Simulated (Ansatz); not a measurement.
Gas-phase electronic energies from Ansatz, PBE0-D4/def2-TZVP geometries. CCSD(T)/CBS adds triple-zeta CCSD(T) − MP2 to the extrapolated MP2 energy (def2 sets, frozen cores). This one scheme is used for every species. Functionals use def2-TZVPP. B3LYP here is the variant with VWN-RPA as its local correlation; programs differ in this. Each species was taken in one conformer, which may not be the lowest.

`[SiH3]P[SiH3]` + `NBS` → `[SiH3]NBS` + `[SiH3]P`  (cleavage of the Si–P bond)

**Question.** Is it downhill or uphill in electronic energy at CCSD(T)/CBS, and by how much? (Best estimate.)

**Answer.** Ansatz gave: Downhill: ΔE = -3.5 kcal/mol.

**Question.** What do these levels give: LDA (SPW92), r2SCAN-D4, B3LYP-D4, r2SCAN0-D4, PBE-QIDH, revPBE, PBE0, r2SCANh, RPA@PBE/def2-TZVPP, MP2/def2-TZVPP, CCSD/def2-TZVPP, HF/def2-QZVPP? (An estimate is asked.)

**Answer.** Ansatz gave: LDA (SPW92) -0.6, r2SCAN-D4 -2.0, B3LYP-D4 -3.5, r2SCAN0-D4 -2.3, PBE-QIDH -2.5, revPBE -0.4, PBE0 -1.1, r2SCANh -2.2, RPA@PBE/def2-TZVPP -5.2, MP2/def2-TZVPP -4.0, CCSD/def2-TZVPP -4.8, HF/def2-QZVPP -7.9 kcal/mol.

Largest T1 diagnostic among the species: 0.013.

From PBE to PBE0 (25 % exact exchange), in def2-TZVPP and without D4, ΔE moves by −0.8 kcal/mol. The D4 term adds +0.9 kcal/mol with B3LYP and +0.4 kcal/mol with PBE0; it sums over pairs of atoms, weighted by their polarisabilities, and B3LYP, whose exchange is more repulsive, gets the larger term.
